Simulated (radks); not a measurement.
Coulomb parameter of the 4d shell of the rhodium ion Rh3+ in the model configuration [Kr] 4d4.5 5s1.5, as a second difference U = [E(n + 0.25) + E(n - 0.25) - 2 E(n)] / (0.25)^2 with all orbitals relaxed. "Bare": the charge of the atom changes with n. "Screened": the 5s shell takes up the change at fixed total charge, which measures U(4d,4d) + U(5s,5s) - 2 U(4d,5s). Method: scalar-relativistic Kohn-Sham, r2SCAN, spin-unpolarised, spherical densities, finite nucleus; meta-GGA in the generalised Kohn-Sham scheme; Fermi nuclear charge, rms radius 4.4945 fm; computed with a radial shooting solver on a logarithmic mesh with Libxc functionals.

case	configuration	E - E(n) (eV)
start	[Kr] 4d4.5 5s1.5	0.000
bare +0.25	[Kr] 4d4.75 5s1.5	-10.985
bare -0.25	[Kr] 4d4.25 5s1.5	11.917
screened +0.25	[Kr] 4d4.75 5s1.25	-3.289
screened -0.25	[Kr] 4d4.25 5s1.75	3.405

U(bare) = 14.904 eV, U(screened by 5s) = 1.842 eV, against the Slater integral F0(4d,4d) = 18.758 eV with frozen orbitals.
